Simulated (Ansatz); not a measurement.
Harmonic frequencies (cm⁻¹) at PBE0-D4/def2-TZVP from Ansatz: 196, 246, 370, 655, 657, 792, 794, 923, 1056, 1080, 1175, 1469, 2586, 2659, 2735.

(1) Which molecule is it?
A. `O[B](F)[GeH3]`
B. `BB1BO1`
C. `OBC=S`
D. `NC(F)[SeH]`

## Answers

(1) B.
